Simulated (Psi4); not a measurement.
digermane (H$_{6}$Ge$_{2}$), singlet, geometry from GFN2-xTB. Base run: HF/def2-SVP in Psi4 1.11.

Here is a job for Psi4.
```
memory 2 GB

molecule {
0 1
Ge   -1.17547558    0.12031447   -0.01616232
Ge    1.17547558   -0.12031447    0.01616232
H    -1.83910444   -0.70892524   -1.07255537
H    -1.62122062    1.52722241   -0.27292961
H    -1.82715328   -0.27710333    1.27278427
H     1.62480881   -1.45976226    0.51414555
H     1.85937790    0.88294663    0.89351790
H     1.80329164    0.03562178   -1.33496274
}

set {
  basis def2-svp
}

energy('scf')
print_variables()
```

The base run was repeated with changes; each row names its change, and settings that it needs were set with it.

| change | basis functions | E (Eh) | outcome |
|---|---|---|---|
| base | 94 | -4153.68286 | converged |
| basis = cc-pVDZ-DK; relativity = none (with scf_type pk) | 84 | -4130.31031 | converged |
| basis = cc-pVTZ-DK; relativity = spin-free X2C (with scf_type pk) | 170 | - | cut at the time limit |
| basis = cc-pVDZ-DK; relativity = spin-free X2C (with scf_type pk) | 84 | -4197.48809 | converged |
| basis = cc-pVTZ-DK; relativity = none (with scf_type pk) | 170 | - | cut at the time limit |

Totals shift with the method and basis; they matter in differences.

Basis sets contracted for a relativistic Hamiltonian are a mismatch without it, so the rows without relativity aren't non-relativistic limits. No row has spin-orbit coupling; sets with core potentials leave out the core electrons.
